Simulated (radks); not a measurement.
Initial-state core-level shifts of neutral sulfur when its valence configuration changes from [Ne] 3s2 3p4. Calculated with a radial shooting solver on a logarithmic mesh with Libxc functionals: Dirac Kohn-Sham, PBE, spin-unpolarised, spherical densities, point nucleus; open shells are shared between the two j in proportion to 2j + 1. Shifts are changes of the shell-averaged eigenvalues in eV (positive: less bound).

valence,1s,2s,2p
3s1 3p5,-1.476,-1.442,-1.428
3p6,-2.869,-2.812,-2.782
3s1.5 3p4.5,-0.749,-0.731,-0.724
